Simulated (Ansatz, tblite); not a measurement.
Compound nanocrystal family: gap (eV) at several levels, gas phase, relaxed structures; Ansatz, xTB through tblite. Levels of anions in sets without diffuse functions are rough. The structures are stationary points that may keep the symmetry of their start.

```tsv
species	state	geometry	GFN1-xTB	PBE-D4/def2-SVP	PBE-D4/def2-TZVP	r2SCAN-D4/def2-TZVP	PBE0-D4/def2-SVP	PBE0-D4/def2-TZVP
(H2Ga-mu-NH2)3	singlet	PBE0-D4/def2-SVP	6.76	5.89	5.69	6.47	7.95	7.71
B12N12H32, cut from zinc blende	singlet	PBE-D4/def2-SVP	6.73	5.00	4.66	5.51	7.31	6.80
Be8O8, cut from wurtzite, rearranged, rod, bare	singlet	PBE-D4/def2-SVP	1.71	1.39	1.28	2.00	3.57	3.43
Ga7P7H20, cut from zinc blende	singlet	PBE-D4/def2-SVP	4.16	3.76	3.60	3.97	5.56	5.38
Ga11N10H28⁻, cut from wurtzite	singlet	PBE-D4/def2-SVP	4.47	4.57	4.28	4.94	6.62	6.25
Ga7As7H20, cut from zinc blende	singlet	PBE-D4/def2-SVP	3.97	3.63	3.62	4.00	5.35	5.32
```
